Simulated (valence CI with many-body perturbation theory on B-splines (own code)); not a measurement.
## How close is CI+MBPT for Fe⁴⁺?

Calculated by relativistic CI+MBPT: four valence electrons over a frozen Dirac-Fock core [Ar], a basis of 7 s, 7 p, 8 d, 6 f, 4 g, 1 h functions for each j, with the one-electron correlation potential Σ1, the two-electron term Σ2, the three-electron term Σ3, Breit, model QED; selected CI, second order for the rest, scaled by the run's own slope (own B-spline code, finite nucleus).

Against 60 measured levels this calculation errs by 2075 cm⁻¹ on average and by 5068 at most. These come from a selection out of Corliss and Sugar, J. Phys. Chem. Ref. Data 11, 135 (1982). Levels without a partner in it may be off by more, other configurations by 1,000 to 8,000 cm⁻¹. The list stops below the first excitations out of the core.

Measured levels: Corliss and Sugar, J. Phys. Chem. Ref. Data 11, 135 (1982). Pairs share parity and J, and are chosen by configuration, term and nearness in energy; levels without a clear partner are left out. Energies in cm⁻¹ above the measured ground level.

Letters in brackets count levels of one name in rising energy.

```tsv
Computed label	Label in the source	Measured	Computed	Difference
3d⁴ ⁵D_0	3d4 5D	0	0.0	0
3d⁴ ⁵D_1	3d4 5D	142.1	141.6	-1
3d⁴ ⁵D_2	3d4 5D	417.3	411.3	-6
3d⁴ ⁵D_3	3d4 5D	803.1	791.9	-11
3d⁴ ⁵D_4	3d4 5D	1282.8	1264.5	-18
3d⁴ ³P_0 [a]	3d4 3P2	24055.4	24439.5	+384
3d⁴ ³H_4	3d4 3H	24932.5	23795.0	-1138
3d⁴ ³P_1 [a]	3d4 3P2	24972.9	25334.5	+362
3d⁴ ³H_5	3d4 3H	25225.9	24077.4	-1149
3d⁴ ³H_6	3d4 3H	25528.5	24370.0	-1159
3d⁴ ³P_2 [a]	3d4 3P2	26468.3	26803.2	+335
3d⁴ ³F_2 [a]	3d4 3F2	26760.7	26588.5	-172
3d⁴ ³F_3 [a]	3d4 3F2	26842.3	26646.7	-196
3d⁴ ³F_4 [a]	3d4 3F2	26974	26767.0	-207
3d⁴ ³G_3	3d4 3G	29817.1	29204.6	-612
3d⁴ ³G_4	3d4 3G	30147	29525.3	-622
3d⁴ ³G_5	3d4 3G	30430.1	29783.0	-647
3d⁴ ¹G_4 [a]	3d4 1G2	36586.3	36130.9	-455
3d⁴ ³D_3	3d4 3D	36630.1	36734.4	+104
3d⁴ ³D_2	3d4 3D	36758.5	36863.7	+105
3d⁴ ³D_1	3d4 3D	36925.4	37023.7	+98
3d⁴ ¹I_6	3d4 1I	37511.7	35797.6	-1714
3d⁴ ¹S_0 [a]	3d4 1S2	39633.4	40332.7	+699
3d⁴ ¹D_2 [a]	3d4 1D2	46291.2	46309.1	+18
3d⁴ ¹F_3	3d4 1F	52732.7	52495.3	-237
3d⁴ ³P_2 [b]	3d4 3P1	61854.4	62192.2	+338
3d⁴ ³F_4 [b]	3d4 3F1	62238.1	62169.7	-68
3d⁴ ³F_2 [b]	3d4 3F1	62321.1	62239.8	-81
3d⁴ ³F_3 [b]	3d4 3F1	62364.4	62284.9	-79
3d⁴ ³P_1 [b]	3d4 3P1	62914.2	63228.5	+314
3d⁴ ³P_0 [b]	3d4 3P1	63420	63725.4	+305
3d⁴ ¹G_4 [b]	3d4 1G1	71280.3	70779.2	-501
3d⁴ ¹D_2 [b]	3d4 1D1	93832.3	94139.9	+308
3d⁴ ¹S_0 [b]	3d4 1S1	121130.2	122133.4	+1003
3d³4s ⁵F_1	3d3(4F) 4s 5F	186433.6	182244.4	-4189
3d³4s ⁵F_2	3d3(4F) 4s 5F	186725.5	182535.1	-4190
3d³4s ⁵F_3	3d3(4F) 4s 5F	187157.5	182963.3	-4194
3d³4s ⁵F_4	3d3(4F) 4s 5F	187719	183519.6	-4199
3d³4s ⁵F_5	3d3(4F) 4s 5F	188395.3	184189.5	-4206
3d³4s ³F_2 [a]	3d3(4F) 4s 3F	195196.3	190783.0	-4413
3d³4s ³F_3 [a]	3d3(4F) 4s 3F	195933	191512.8	-4420
3d³4s ³F_4 [a]	3d3(4F) 4s 3F	196838.6	192410.1	-4429
3d³4s ⁵P_1	3d3(4P) 4s 5P	204729.9	201178.6	-3551
3d³4s ⁵P_2	3d3(4P) 4s 5P	204975.4	201422.5	-3553
3d³4s ⁵P_3	3d3(4P) 4s 5P	205536.4	201981.4	-3555
3d³4s ³G_3	3d3(2G) 4s 3G	208838.2	204358.0	-4480
3d³4s ³G_4	3d3(2G) 4s 3G	209110.1	204623.5	-4487
3d³4s ³G_5	3d3(2G) 4s 3G	209523.9	205027.9	-4496
3d³4s ³P_0 [a]	3d3(4P) 4s 3P	212542.1	208897.6	-3645
3d³4s ³P_1 [a]	3d3(4P) 4s 3P	212818.1	209164.8	-3653
3d³4s ¹G_4	3d3(2G) 4s 1G	213534.1	208900.7	-4633
3d³4s ³P_2 [a]	3d3(4P) 4s 3P	213649.2	209956.2	-3693
3d³4s ³P_2 [b]	3d3(2P) 4s 3P	214525.8	210874.4	-3651
3d³4s ³P_1 [b]	3d3(2P) 4s 3P	214611.4	210901.4	-3710
3d³4s ³D_1 [a]	3d3(2D2) 4s 3D	215782.6	212187.3	-3595
3d³4s ³D_3 [a]	3d3(2D2) 4s 3D	216538.1	212993.0	-3545
3d³4s ³D_2 [a]	3d3(2D2) 4s 3D	216592.7	213056.3	-3536
3d³4s ³H_4	3d3(2H) 4s 3H	216779.1	211744.0	-5035
3d³4s ³H_5	3d3(2H) 4s 3H	216860.4	211797.7	-5063
3d³4s ³H_6	3d3(2H) 4s 3H	217122.5	212054.1	-5068
```

The table shows the lowest 60 pairs. Over 60 excited levels the mean absolute difference is 2075 cm⁻¹, the median 1143 and the largest 5068. The comparison draws on a selection of the measured levels: 61 of the 170 computed ones have a partner in it, and others may be off by more.
